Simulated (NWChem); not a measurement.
Species: C₂H₂BrI; SMILES Br/C=C\I

```xyz
6

Br     0.3079    -2.1307     0.0000
C     -1.2791    -1.1506     0.0000
C     -1.3846     0.1774     0.0000
I      0.1841     1.5386     0.0000
H     -2.1773    -1.7740     0.0000
H     -2.3737     0.6421     0.0000
```
Atoms are numbered in this order, from 1.

Geometry: optimised at PBE0/def2-SVP. No frequency run checked for a minimum. def2 effective core potentials on I; no spin-orbit coupling.

Symmetry labels are those of Cs in the frame above (b1 and b2, or b-type labels, depend on it).

### Question
List the 4 lowest vertical singlet excitations from PBE0/def2-SVPD with def2 effective core potentials on I, TDA (NWChem).

### Answer
```json
[
 {"state": "S1", "energy (eV)": "4.58", "oscillator strength": "0.000", "symmetry": "a\"", "leading excitation (squared amplitude)": "HOMO → LUMO (0.98)"},
 {"state": "S2", "energy (eV)": "5.13", "oscillator strength": "0.000", "symmetry": "a'", "leading excitation (squared amplitude)": "HOMO−1 → LUMO (0.97)"},
 {"state": "S3", "energy (eV)": "5.50", "oscillator strength": "0.000", "symmetry": "a\"", "leading excitation (squared amplitude)": "HOMO−1 → LUMO+1 (1.00)"},
 {"state": "S4", "energy (eV)": "5.75", "oscillator strength": "0.221", "symmetry": "a'", "leading excitation (squared amplitude)": "HOMO → LUMO+1 (0.83)"}
]
```
